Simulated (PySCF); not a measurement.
C4H6F2, SMILES F[C@@H](/C=C\F)C.

Coordinates come from a r2SCAN-D4/def2-SVP optimisation. The structure was generated by enumeration; whether it is a known compound was not checked. Other conformers were not sampled.

The numbers are results of PBE/def2-TZVP (PySCF), not measurements.

Isolated molecule, no solvent.

- total energy: -355.43587 hartree
- highest occupied level: -6.33 eV
- lowest empty level: -1.10 eV
- orbital gap: 5.23 eV
- dipole moment: 2.50 D
- quadrupole, principal values (traceless, Buckingham form, about the centre of nuclear charge): -4.76, 0.22, 4.54 D·Å
- mean static polarisability: 51.4 bohr³ (7.61 Å³)
- polarisability, principal values: 42.5, 49.6, 62.1 bohr³
